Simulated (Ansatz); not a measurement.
`C=[N][InH2]` + `[SiH3]N[SiH3]` → `[SiH3][N]([SiH3])[InH2]` + `C=N` at 400 K and 1 bar (ligand exchange at the In–N bond).

Computed with Ansatz on PBE0-D4/def2-TZVP structures; ΔE is electronic, products minus reactants. CCSD(T)/CBS is the MP2 limit (def2-TZVPP, def2-QZVPP) plus CCSD(T) − MP2 in def2-TZVPP, frozen cores. This one scheme is used for every species. Elements past krypton have def2 core potentials. For In outer-core shells are correlated without core-valence functions, which leaves a few kJ/mol of doubt a bond.

```csv
species,CCSD(T)/CBS energy (Eh),H − E (kJ/mol),S (J/(mol·K))
`C=[N][InH2]`,-284.90922,131.7,335.8
`[SiH3]N[SiH3]`,-637.10515,203.4,366.7
`[SiH3][N]([SiH3])[InH2]`,-827.51128,219.7,444.2
`C=N`,-94.52360,119.4,238.9
```

H − E and S are ideal-gas, rigid-rotor, harmonic terms from PBE0-D4/def2-TZVP. 1 Eh = 2625.50 kJ/mol, R = 8.31446 J/(mol·K).

Q: By hand: ΔE, ΔH, ΔS and ΔG.

A: ΔE = (-827.51128) + (-94.52360) − (-284.90922) − (-637.10515) = -0.02051 Eh = -53.8 kJ/mol. Δ(H − E) = 219.7 + 119.4 − 131.7 − 203.4 = 4.0, so ΔH = -49.8 kJ/mol. ΔS = 444.2 + 238.9 − 335.8 − 366.7 = -19.4 J/(mol·K). ΔG = -49.8 − 400 × (-19.4)/1000 = -42.0 kJ/mol.

Q: By hand: the equilibrium constant, and the temperature at which ΔG would vanish if ΔH and ΔS stayed fixed.

A: log₁₀ K = −ΔG/(RT ln 10) = 5.5. ΔG = 0 at ΔH/ΔS = 2567 K, far beyond where these terms or the molecules hold.

ΔH outweighs TΔS. A doubt of 5 kJ/mol in ΔE shifts log₁₀ K by 0.7 here. Modes under 60 cm⁻¹, often nearly free rotors, make the harmonic entropy too high. These are equilibria of isolated gas molecules and say nothing of rates. Largest T1 diagnostic: 0.015 (customary marks: 0.02 for closed shells, 0.045 for open ones).
